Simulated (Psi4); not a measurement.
H3S, charge +1, singlet, at a GFN2-xTB geometry; WB97X-V/def2-SVP (Psi4 1.11).

Psi4 was given this input:
```
memory 2 GB

molecule {
1 1
  S     0.10558214   -0.00190789    0.04613646
  H    -0.31822157    0.99705449   -0.76565970
  H    -0.35082551   -0.98045104   -0.77282250
  H    -1.02026722    0.01392277    0.80029891
}

set basis def2-svp

energy('wb97x-v')
print_variables()
```

What the program printed (banner, timings and long lists left out):

```
   => Loading Basis Set <=

    Name: DEF2-SVP
    Role: ORBITAL
    Keyword: BASIS

         ---------------------------------------------------------
                                   SCF
               by Justin Turney, Rob Parrish, Andy Simmonett
                          and Daniel G. A. Smith
                              RKS Reference
         ---------------------------------------------------------

  ==> Geometry <==

    Molecular point group: c1
    Full point group: C1

    Geometry (in Angstrom), charge = 1, multiplicity = 1:

       Center              X                  Y                   Z               Mass
    ------------   -----------------  -----------------  -----------------  -----------------
         S            0.057771871716    -0.001043948458     0.025244699113    31.972071174400
         H           -0.366031838284     0.997918431542    -0.786551460887     1.007825032230
         H           -0.398635778284    -0.979587098458    -0.793714260887     1.007825032230
         H           -1.068077488284     0.014786711542     0.779407149113     1.007825032230

  Running in c1 symmetry.

  Rotational constants: A =      4.89693  B =      4.89693  C =      4.27614 [cm^-1]
  Rotational constants: A = 146806.17803  B = 146806.17788  C = 128195.53771 [MHz]
  Nuclear repulsion =   19.545770213153933

  Charge       = 1
  Multiplicity = 1
  Electrons    = 18
  Nalpha       = 9
  Nbeta        = 9

  ==> Algorithm <==

  SCF Algorithm Type is DF.
  DIIS enabled.
  MOM disabled.
  Fractional occupation disabled.
  Guess Type is SAD.
  Energy threshold   = 1.00e-06
  Density threshold  = 1.00e-06
  Integral threshold = 1.00e-12

  ==> Primary Basis <==

  Basis Set: DEF2-SVP
    Blend: DEF2-SVP
    Number of shells: 17
    Number of basis functions: 33
    Number of Cartesian functions: 34
    Spherical Harmonics?: true
    Max angular momentum: 2

  ==> DFT Potential <==

   => LibXC <=

    Version 7.1.2
    S. Lehtola, C. Steigemann, M. J. T. Oliveira, and M. A. L. Marques,  SoftwareX 7, 1–5 (2018) (10.1016/j.softx.2017.11.002)

   => Composite Functional: WB97X-V <=

    wB97X-V Hyb-GGA Exchange-Correlation Functional

    N. Mardirossian and M. Head-Gordon,  Phys. Chem. Chem. Phys. 16, 9904–9924 (2014) (10.1039/C3CP54374A)

    Deriv               =              1
    GGA                 =           TRUE
    Meta                =          FALSE

    Exchange Hybrid     =           TRUE
    MP2 Hybrid          =          FALSE

   => Exchange-Correlation Functionals <=

    1.0000   wB97X-V range-separated functional

   => Exact (HF) Exchange <=

    0.8330            HF,LR [omega = 0.3000]
    0.1670               HF

   => LibXC Density Thresholds  <==

    XC_HYB_GGA_XC_WB97X_V:  1.00E-14

   => VV10 Non-Local Parameters <=

    VV10 B              =     6.0000E+00
    VV10 C              =     1.0000E-02

   => Molecular Quadrature <=

    Radial Scheme          =       TREUTLER
    Pruning Scheme         =           NONE
    Nuclear Scheme         =       TREUTLER

    Blocking Scheme        =         OCTREE
    BS radius alpha        =              1
    Pruning alpha          =              1
    Radial Points          =             75
    Spherical Points       =            302
    Total Points           =          86807
    Total Blocks           =            692
    Max Points             =            256
    Max Functions          =             33
    Weights Tolerance      =       1.00E-15

   => Loading Basis Set <=

    Name: (DEF2-SVP AUX)
    Role: JKFIT
    Keyword: DF_BASIS_SCF

  ==> Integral Setup <==

  SCF_SUBTYPE=INCORE selected. In-core MEM_DF algorithm will be used.
  Using in-core AOs.

  ==> MemDFJK: Density-Fitted J/K Matrices <==

    J tasked:                   Yes
    K tasked:                   Yes
    wK tasked:                  Yes
    Omega:                3.000E-01
    Algorithm:                 Core
    Schwarz Cutoff:           1E-12
    Mask sparsity (%):       0.0000
    Fitting Condition:        1E-10

   => Auxiliary Basis Set <=

  Basis Set: (DEF2-SVP AUX)
    Blend: DEF2-UNIVERSAL-JKFIT
    Number of shells: 56
    Number of basis functions: 182
    Number of Cartesian functions: 215
    Spherical Harmonics?: true
    Max angular momentum: 4

  Minimum eigenvalue in the overlap matrix is 2.3673804390E-02.
  Reciprocal condition number of the overlap matrix is 5.7481106431E-03.
    Using symmetric orthogonalization.

  ==> Pre-Iterations <==

  SCF Guess: Superposition of Atomic Densities via on-the-fly atomic UHF (no occupation information).

   -------------------------
    Irrep   Nso     Nmo
   -------------------------
     A         33      33
   -------------------------
    Total      33      33
   -------------------------

  ==> Iterations <==

                           Total Energy        Delta E     RMS |[F,P]|

   @DF-RKS iter SAD:  -399.73146135165911   -3.99731e+02   0.00000e+00
   @DF-RKS iter   1:  -399.45483967250897    2.76622e-01   5.13617e-03 ADIIS/DIIS
   @DF-RKS iter   2:  -399.47948066128799   -2.46410e-02   1.35554e-03 ADIIS/DIIS
   @DF-RKS iter   3:  -399.48077734076702   -1.29668e-03   2.86186e-04 ADIIS/DIIS
   @DF-RKS iter   4:  -399.48086771730323   -9.03765e-05   7.68857e-05 DIIS
   @DF-RKS iter   5:  -399.48087146827578   -3.75097e-06   1.52168e-05 DIIS
   @DF-RKS iter   6:  -399.48087172225331   -2.53978e-07   1.47136e-06 DIIS
   @DF-RKS iter   7:  -399.48087172531098   -3.05766e-09   2.21281e-07 DIIS
  Energy and wave function converged.

  ==> Post-Iterations <==

   Electrons on quadrature grid:
      Ntotal   =   18.0000007342 ; deviation = 7.342e-07

    Orbital Energies [Eh]
    ---------------------

    Doubly Occupied:

       1A    -89.214021     2A     -8.411527     3A     -6.370335
       4A     -6.370335     5A     -6.365192     6A     -1.227319
       7A     -0.862693     8A     -0.862693     9A     -0.761626

    Virtual:

      10A     -0.157976    11A     -0.157976    12A     -0.129724
      13A      0.157681    14A      0.157682    15A      0.284053
      16A      0.325351    17A      0.347071    18A      0.347071
      19A      0.447466    20A      0.578142    21A      0.578142
      22A      0.654441    23A      0.826177    24A      0.826177
      25A      1.212722    26A      1.298943    27A      1.298944
      28A      1.476584    29A      1.476586    30A      1.590329
      31A      1.945372    32A      2.090523    33A      2.090524

    Final Occupation by Irrep:
              A
    DOCC [     9 ]
    NA   [     9 ]
    NB   [     9 ]

  @DF-RKS Final Energy:  -399.48087172531098

   => Energetics <=

    Nuclear Repulsion Energy =             19.5457702131539328
    One-Electron Energy =                -583.7203466063365340
    Two-Electron Energy =                 184.4126201161173810
    DFT Exchange-Correlation Energy =     -19.7951641393024573
    Empirical Dispersion Energy =           0.0000000000000000
    VV10 Nonlocal Energy =                  0.0762486910567182
    Total Energy =                       -399.4808717253109762

Computation Completed

Properties will be evaluated at   0.000000,   0.000000,   0.000000 [a0]

Properties computed using the SCF density matrix

 Multipole Moments:

 ------------------------------------------------------------------------------------
     Multipole            Electronic (a.u.)      Nuclear  (a.u.)        Total (a.u.)
 ------------------------------------------------------------------------------------

 L = 1.  Multiply by 2.5417464519 to convert [e a0] to [Debye]
 Dipole X            :          0.9486273           -1.7166181           -0.7679907
 Dipole Y            :         -0.0171465            0.0310196            0.0138731
 Dipole Z            :          0.4145235           -0.7501143           -0.3355908
 Magnitude           :                                                    0.8382263

 ------------------------------------------------------------------------------------

  Variable Map:
  ----------------------------------------------------------------------------
  "CURRENT ENERGY"              =>    -399.480871725311
  "CURRENT REFERENCE ENERGY"    =>    -399.480871725311
  "DD SOLVATION ENERGY"         =>       0.000000000000
  "DFT FUNCTIONAL TOTAL ENERGY" =>    -399.480871725311
  "DFT TOTAL ENERGY"            =>    -399.480871725311
  "DFT VV10 ENERGY"             =>       0.076248691057
  "DFT XC ENERGY"               =>     -19.795164139302
  "GRID ELECTRONS ALPHA"        =>       9.000000367124
  "GRID ELECTRONS BETA"         =>       9.000000367124
  "GRID ELECTRONS TOTAL"        =>      18.000000734248
  "NUCLEAR REPULSION ENERGY"    =>      19.545770213154
  "ONE-ELECTRON ENERGY"         =>    -583.720346606337
  "PCM POLARIZATION ENERGY"     =>       0.000000000000
  "PE ENERGY"                   =>       0.000000000000
  "SCF ITERATION ENERGY"        =>    -399.480871725311
  "SCF ITERATIONS"              =>       7.000000000000
  "SCF TOTAL ENERGY"            =>    -399.480871725311
  "TWO-ELECTRON ENERGY"         =>     184.412620116117
  "XC GRID RADIAL POINTS"       =>      75.000000000000
  "XC GRID SPHERICAL POINTS"    =>     302.000000000000
  "XC GRID TOTAL POINTS"        =>   86807.000000000000

  Array Variable Map:
  ----------------------------------------------------------------------------
  "CURRENT DIPOLE"              =>      -0.767990721743 ... -0.335590820282 1 by 3
  "SCF DIPOLE"                  =>      -0.767990721743 ... -0.335590820282 1 by 3
  "SCF TOTAL ENERGIES"          =>    -399.731461351659 ... -399.480871725311 1 by 8
```
